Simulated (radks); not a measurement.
Sc12+, 9 electrons, occupied as [He] 2s2 2p5.

All-electron calculation, non-relativistic Kohn-Sham, PBE, spin-polarised, spherical densities, point nucleus; open shells are filled with parallel spins first. Program: a radial shooting solver on a logarithmic mesh with Libxc functionals.

Energy parts (hartree):
total: -688.49155
kinetic: 688.15374
electron-nucleus: -1503.36776
Hartree: 155.82120
exchange-correlation: -29.09872

Orbitals (lengths in bohr, moments of r in powers of bohr; r(max) is where P^2 peaks):
orbital	occ.	eigenvalue (hartree)	r(max)
1s up	1	-174.5847	0.04834
1s down	1	-174.4721	0.04833
2s up	1	-29.47781	0.2804
2s down	1	-29.28045	0.2808
2p up	3	-26.75460	0.2267
2p down	2	-26.52231	0.2273
3s up	0	-10.84868	0.7967
3s down	0	-10.80245	0.7989
3p up	0	-10.03680	0.7806
3p down	0	-9.98659	0.7837

The highest occupied level is 2p down at -721.71 eV. Summed over all electrons, <r^2> = 0.8095 bohr^2, which gives a Langevin (diamagnetic) susceptibility term of -0.641 x 10^-6 cm^3/mol. Spin moment in Bohr magnetons: 1.
